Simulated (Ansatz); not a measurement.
Consider the ligand exchange at a B–C bond: `BC/C=C(/C)F` + `CN[SiH2]N` → `BN[SiH2]NC` + `C/C=C(/C)F`.

Computed with Ansatz on PBE0-D4/def2-TZVP structures; ΔE is electronic, products minus reactants. CCSD(T)/CBS adds triple-zeta CCSD(T) − MP2 to the extrapolated MP2 energy (def2 sets, frozen cores). Double bonds are as drawn, so ΔE can hold a change between cis and trans. Each species was taken in one conformer, which may not be the lowest.

```
      species  CCSD/def2-TZVPP energy (Eh)
`BC/C=C(/C)F`                   -281.38840
  `CN[SiH2]N`                   -441.26144
 `BN[SiH2]NC`                   -466.67144
 `C/C=C(/C)F`                   -256.03209
```

Task: Work out ΔE.

Result: ΔE = (-466.67144) + (-256.03209) − (-281.38840) − (-441.26144) = -0.05369 Eh = -33.7 kcal/mol. CCSD(T)/CBS gives -32.3 kcal/mol.

Largest T1 diagnostic among the species: 0.012.

In def2-TZVPP, CCSD(T) changes the Hartree–Fock value by +5.7 kcal/mol (the triples alone add +1.0 kcal/mol) and MP2 by +7.7 kcal/mol.
